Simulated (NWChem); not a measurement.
Everything below was run with NWChem. System: diethyl ether (C4H10O), charge 0, spin multiplicity 1, at a geometry optimised with PBE0/def2-SVP. Level: evGW@PBE/def2-SVP, RI basis def2-svp-rifit, 6 cycles.

Output (cleaned and shortened):

```
             Northwest Computational Chemistry Package (NWChem) 7.3.0
             --------------------------------------------------------

                                NWChem Input Module
                                -------------------

 Scaling coordinates for geometry "geometry" by  1.889725989
 (inverse scale =  0.529177249)

                             Geometry "geometry" -> ""
                             -------------------------

 Output coordinates in angstroms (scale by  1.889725989 to convert to a.u.)

  No.       Tag          Charge          X              Y              Z
 ---- ---------------- ---------- -------------- -------------- --------------
    1 C                    6.0000     2.29933900     0.41139800    -0.13682300
    2 C                    6.0000     0.81314600     0.67197000    -0.06559400
    3 O                    8.0000     0.17329400    -0.49062900     0.38110200
    4 C                    6.0000    -1.20472500    -0.36913100     0.60326700
    5 C                    6.0000    -2.03790200    -0.35310100    -0.66712800
    6 H                    1.0000     2.68849300     0.12854000     0.85249300
    7 H                    1.0000     2.51156000    -0.41338500    -0.83323800
    8 H                    1.0000     2.83670900     1.30679400    -0.48285700
    9 H                    1.0000     0.60148600     1.51445500     0.62716400
   10 H                    1.0000     0.43750000     0.98326000    -1.06146500
   11 H                    1.0000    -1.41718700     0.53680500     1.20904700
   12 H                    1.0000    -1.48835000    -1.23774800     1.21905200
   13 H                    1.0000    -3.11100200    -0.35160100    -0.42120900
   14 H                    1.0000    -1.82483700    -1.24519800    -1.27557200
   15 H                    1.0000    -1.83987300     0.53628500    -1.28456200

 Effective nuclear repulsion energy (a.u.)     191.9577035214

            Nuclear Dipole moment (a.u.)
            ----------------------------
        X                 Y               Z
 ---------------- ---------------- ----------------
    -0.0000018897    -0.0000170075     0.0000018897


 Summary of "ao basis" -> "" (spherical)
 ------------------------------------------------------------------------------
       Tag                 Description            Shells   Functions and Types
 ---------------- ------------------------------  ------  ---------------------
 *                          def2-svp                  on all atoms

 new library libraries.bse/

 Summary of "ri basis" -> "" (spherical)
 ------------------------------------------------------------------------------
       Tag                 Description            Shells   Functions and Types
 ---------------- ------------------------------  ------  ---------------------
 *                       def2-svp-rifit               on all atoms

  pbe96 is a nonlocal functional; adding pw91lda local functional.

                                 NWChem DFT Module
                                 -----------------

 Summary of "ao basis" -> "ao basis" (spherical)
 ------------------------------------------------------------------------------
       Tag                 Description            Shells   Functions and Types
 ---------------- ------------------------------  ------  ---------------------
 C                          def2-svp                 6       14   3s2p1d
 O                          def2-svp                 6       14   3s2p1d
 H                          def2-svp                 3        5   2s1p

 Summary of "ao basis" -> "ao basis" (spherical)
 ------------------------------------------------------------------------------
       Tag                 Description            Shells   Functions and Types
 ---------------- ------------------------------  ------  ---------------------
 C                          def2-svp                 6       14   3s2p1d
 O                          def2-svp                 6       14   3s2p1d
 H                          def2-svp                 3        5   2s1p

            General Information
            -------------------
          SCF calculation type: DFT
          Wavefunction type:  closed shell.
[...]
@GW        81         53.656           0.000
@GW        82         53.573           0.000
@GW        83         54.371           0.000
@GW        84         54.543           0.000
@GW        85         55.055           0.000
@GW        86         55.629           0.000
@GW        87         55.644           0.000
@GW        88         56.990           0.000
@GW        89         57.155           0.000
@GW        90         57.835           0.000
@GW        91         58.023           0.000
@GW        92         60.620           0.000
@GW        93         61.636           0.000
@GW        94         63.788           0.000
@GW        95         64.072           0.000
@GW        96         64.507           0.000
@GW        97         66.404           0.000
@GW        98         68.872           0.000
@GW        99         69.861           0.000
@GW       100         70.392           0.000
@GW       101         72.494           0.000
@GW       102         73.451           0.000
@GW       103         73.742           0.000
@GW       104         74.698           0.000
@GW       105         75.027           0.000
@GW       106         79.610           0.000
@GW       107         80.034           0.000
@GW       108         81.877           0.000
@GW       109         82.737           0.000
@GW       110         84.297           0.000
@GW       111         85.494           0.000
@GW       112         86.835           0.000
@GW       113         86.917           0.000
@GW       114         87.083           0.000
@GW       115         87.521           0.000
@GW       116         89.267           0.000
@GW       117         90.814           0.000
@GW       118         92.243           0.000
@GW       119         98.530           0.000
@GW       120        103.608           0.000

  *** G5W5

          Computing RPA polarizability
          Solving quasiparticle equations

                  Alpha Orbitals
          State     Energy (eV)     Error (eV)
          -----------------------------------
@GW         1       -541.321           0.000
@GW         2       -294.599           0.000
@GW         3       -294.582           0.000
@GW         4       -293.338           0.000
@GW         5       -293.318           0.000
@GW         6        -31.483           0.000
@GW         7        -24.525           0.000
@GW         8        -23.271           0.000
@GW         9        -20.719           0.000
@GW        10        -19.459           0.000
@GW        11        -16.679           0.000
@GW        12        -16.078           0.000
@GW        13        -15.905           0.000
@GW        14        -14.409           0.000
@GW        15        -13.767           0.000
@GW        16        -13.653           0.000
@GW        17        -13.281           0.000
@GW        18        -12.713           0.000
@GW        19        -12.318           0.000
@GW        20        -11.132           0.000
@GW        21         -9.500           0.000
@GW        22          4.265           0.000
@GW        23          4.837           0.000
@GW        24          5.372           0.000
@GW        25          5.556           0.000
@GW        26          6.661           0.000
@GW        27          6.574           0.000
@GW        28          6.569           0.000
@GW        29          7.070           0.000
@GW        30          7.211           0.000
@GW        31          7.466           0.000
@GW        32          8.000           0.000
@GW        33          9.870           0.000
@GW        34          9.858           0.000
@GW        35         10.645           0.000
@GW        36         14.713           0.000
@GW        37         15.179           0.000
@GW        38         15.668           0.000
@GW        39         16.179           0.000
@GW        40         16.342           0.000
@GW        41         16.946           0.000
@GW        42         17.940           0.000
@GW        43         18.698           0.000
@GW        44         20.489           0.000
@GW        45         20.481           0.000
@GW        46         21.011           0.000
@GW        47         21.076           0.000
@GW        48         21.487           0.000
@GW        49         21.669           0.000
@GW        50         21.827           0.000
@GW        51         22.080           0.000
@GW        52         22.250           0.000
@GW        53         22.537           0.000
@GW        54         22.627           0.000
@GW        55         22.901           0.000
@GW        56         23.234           0.000
@GW        57         23.442           0.000
@GW        58         23.815           0.000
@GW        59         27.066           0.000
@GW        60         29.869           0.000
@GW        61         30.582           0.000
@GW        62         32.800           0.000
@GW        63         33.378           0.000
@GW        64         35.770           0.000
@GW        65         38.026           0.000
@GW        66         38.511           0.000
@GW        67         39.601           0.000
@GW        68         41.225           0.000
@GW        69         41.819           0.000
@GW        70         43.330           0.000
@GW        71         45.222           0.000
@GW        72         46.702           0.000
@GW        73         46.733           0.000
@GW        74         48.338           0.000
@GW        75         48.596           0.000
@GW        76         52.041           0.000
@GW        77         52.322           0.000
@GW        78         52.853           0.000
@GW        79         53.064           0.000
@GW        80         53.342           0.000
@GW        81         53.656           0.000
@GW        82         53.573           0.000
@GW        83         54.372           0.000
@GW        84         54.541           0.000
@GW        85         55.055           0.000
@GW        86         55.631           0.000
@GW        87         55.643           0.000
@GW        88         56.990           0.000
@GW        89         57.155           0.000
@GW        90         57.829           0.000
@GW        91         58.024           0.000
@GW        92         60.619           0.000
@GW        93         61.635           0.000
@GW        94         63.786           0.000
@GW        95         64.071           0.000
@GW        96         64.509           0.000
@GW        97         66.404           0.000
@GW        98         68.873           0.000
@GW        99         69.862           0.000
@GW       100         70.392           0.000
@GW       101         72.496           0.000
@GW       102         73.452           0.000
@GW       103         73.743           0.000
@GW       104         74.698           0.000
@GW       105         75.028           0.000
@GW       106         79.612           0.000
@GW       107         80.035           0.000
@GW       108         81.881           0.000
@GW       109         82.736           0.000
@GW       110         84.297           0.000
@GW       111         85.494           0.000
@GW       112         86.837           0.000
@GW       113         86.922           0.000
@GW       114         87.085           0.000
@GW       115         87.522           0.000
@GW       116         89.241           0.000
@GW       117         90.812           0.000
@GW       118         92.244           0.000
@GW       119         98.536           0.000
@GW       120        103.606           0.000

     GW Timing Statistics
   ------------------------
   Init.   :          0.1s
     ERIs  :          2.2s
     Distr.:          0.1s
     Vxc   :          1.7s
   Sigma_x :          0.0s
   RPA     :         16.2s
   Wmn     :          7.5s
   Sigma_c :          3.5s
   GW total:         31.4s

 Task  times  cpu:       31.4s     wall:       31.4s

 Total times  cpu:       53.1s     wall:       53.1s
```

Q: Write an NWChem input that would produce this output.

A: One answer among several that fit: 
```
start mol
memory heap 200 mb stack 700 mb global 1700 mb
geometry units angstroms nocenter noautoz noautosym
  C      2.299339     0.411398    -0.136823
  C      0.813146     0.671970    -0.065594
  O      0.173294    -0.490629     0.381102
  C     -1.204725    -0.369131     0.603267
  C     -2.037902    -0.353101    -0.667128
  H      2.688493     0.128540     0.852493
  H      2.511560    -0.413385    -0.833238
  H      2.836709     1.306794    -0.482857
  H      0.601486     1.514455     0.627164
  H      0.437500     0.983260    -1.061465
  H     -1.417187     0.536805     1.209047
  H     -1.488350    -1.237748     1.219052
  H     -3.111002    -0.351601    -0.421209
  H     -1.824837    -1.245198    -1.275572
  H     -1.839873     0.536285    -1.284562
end
basis spherical
  * library def2-svp
end
basis "ri basis" bse spherical
  * library def2-svp-rifit
end
dft
  xc xpbe96 cpbe96
  iterations 100
  direct
  tolerances tight
end
task dft energy
gw
  evgw 6
  states alpha occ -1 vir -1
end
task dft gw
```
